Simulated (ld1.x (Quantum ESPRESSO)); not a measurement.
# What one change does to a pseudopotential (Tc, TM semilocal)

| Quantity | Value |
| --- | --- |
| Element | technetium (Tc) |
| Generator | ld1.x (Quantum ESPRESSO) 7.5 |
| Type | norm-conserving Troullier–Martins (semilocal form) |
| Functional | BLYP |
| Relativity | scalar-relativistic |
| Frozen core | [Ar] 3d10 4s2 |
| Valence charge | 13 |
| Reference configuration | 4p6 4d5 5s0 5p0 (charge +2) |
| Partial waves | 5s (bound, empty): rc 2.10 bohr; 4p (bound): rc 1.25 bohr; 4d (bound): rc 1.20 bohr |
| Local potential | the d channel |
| Core correction | none |

Change: core correction a·sin(br)/r model core inside 1.20 bohr.

Cutoffs: the cutoffs (Ry, on a coarse ladder) from which the occupation-weighted sum of valence levels, in a spherical-Bessel basis at the reference potential, stays within 10 and 1 mRy of its value at 400 Ry; they do not see the model core or the augmentation charge, which bear on the density cutoff. Errors are all-electron minus pseudo energies relative to the spin-unpolarised reference configuration.

Problem. Predict the effect on cutoff, ghosts and configuration errors.

Solution. The potential gets neither clearly harder nor softer (100 Ry and 140 Ry → 100 Ry and 140 Ry); of the 7 tests that both files solve, the error grows in 2 and shrinks in 2 by more than 15 % and 0.3 meV (median size 26.9 → 41.5 meV); neither file shows a bound ghost. A semilocal file is local in each channel, so a ghost entry of none says nothing of the separable form that plane-wave codes build from it. A model core, the more so a compact one, raises the density cutoff, which this test does not measure.

```tsv
quantity	base	changed
cutoff, loose	100 Ry	100 Ry
cutoff, tight	140 Ry	140 Ry
bound ghosts	none	none
error for 4p6 4d5 5s2 5p0, meV [ΔE -23.09 eV]	+11	-0.2
error for 4p6 4d5 5s1 5p0, meV [ΔE -14.97 eV]	+3.3	-0.2
error for 4p6 4d4 5s0 5p0, meV [ΔE 28.61 eV]	+1.0	-12
error for 4p6 4d4 5s2 5p1, meV [ΔE -16.57 eV]	-27	-42
error for 4p6 4d4 5s2 5p0, meV [ΔE -11.63 eV]	-63	-70
error for 4p6 4d5 5s0 5p2, meV [ΔE -15.33 eV]	+47	+42
error for 4p5 4d5 5s2 5p0, meV [ΔE 28.20 eV]	-161	-174
s: phases at 2.30 bohr within 0.05 rad from the reference energy up to (Ry; the scan ends near 5)	-0.8	-0.8
p: phases at 2.30 bohr within 0.05 rad from the reference energy up to (Ry; the scan ends near 5)	0.0	0.0
d: phases at 2.30 bohr within 0.05 rad from the reference energy up to (Ry; the scan ends near 5)	2.3	2.3
```
